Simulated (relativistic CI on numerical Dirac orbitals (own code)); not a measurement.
**Sc²⁺ in a cubic cluster: L2,3 absorption with charge transfer**

Computed with a charge-transfer multiplet model of a cubic metal-ligand cluster with up to one ligand hole, Slater and spin-orbit integrals from Dirac-Coulomb-Breit ions, Slater integrals scaled by 0.7. The parameters are those of a tetrahedral site (10Dq negative, t2 hopping the larger). The ground state mixes d1 with configurations of k ligand holes L, whose averages lie at kΔ + k(k − 1)U_dd/2; a core hole lowers each added d electron by U_cd. 300 K, Lorentzian 0.4 eV and Gaussian 0.3 eV FWHM.

Atomic integrals in eV (Slater integrals scaled, ζ unscaled), ground: F2dd 4.121, F4dd 2.525, zeta_d 0.008; with the core hole: F2dd 5.938, F4dd 3.699, zeta_d 0.015, zeta_core 3.008, F2cd 3.076, G1cd 2.145, G3cd 1.214. Where a configuration has fewer than two d electrons, the dd integrals are those of d2.

Cluster parameters (eV): Δ = 5.4, U_cd = 5.5, 10Dq = -0.15, 10Dq(ligand) = 0, V(eg) = 0.8, V(t2g) = -1.36, final-state hopping factor = 0.9.

```csv
Case,n_d,d1,d2L,S
U_dd = 2.7 eV,1.20,0.80,0.20,0.50
U_dd = 3.4 eV,1.20,0.80,0.20,0.50
U_dd = 4.8 eV,1.20,0.80,0.20,0.50
U_dd = 5.5 eV,1.20,0.80,0.20,0.50
U_dd = 6.2 eV,1.20,0.80,0.20,0.50
```

Weights, n_d and S are thermal averages at 300 K. Photon energies count from the first peak over 30 % of the highest in each spectrum, which can be another peak from case to case. The parameters are a model scan and need not match a compound or its usual spin state. Peaks in eV (height, largest 100):
- U_dd = 2.7 eV: 0.0 (100), 2.8 (38), 4.1 (96)
- U_dd = 3.4 eV: 0.0 (100), 2.8 (40), 4.1 (97), 6.1 (7)
- U_dd = 4.8 eV: 0.0 (99), 2.8 (41), 4.1 (100), 6.2 (6)
- U_dd = 5.5 eV: 0.0 (100), 2.8 (42), 4.2 (99), 6.3 (6)
- U_dd = 6.2 eV: 0.0 (100), 2.7 (42), 4.1 (100), 6.3 (6)

For the case U_dd = 4.8 eV, Δ = 5.4 eV is larger than U_dd = 4.8 eV, the Mott-Hubbard side of the Zaanen-Sawatzky-Allen scheme. With the core hole the configuration with one ligand hole lies at Δ + U_dd − U_cd = 2.6, 3.3, 4.7, 5.4, 6.1 eV from the one without, in the order of the table; where this is negative the screened configuration lies lower, though the effective hopping of about 3.2 eV (from the holes of the mixed ground state) mixes the two strongly wherever it is as large as the gap.

With at most 1 ligand hole the space is cut while the next configuration still counts, so covalency is underestimated, and a final configuration with one more ligand hole, which can lie low, is missing from the spectra.
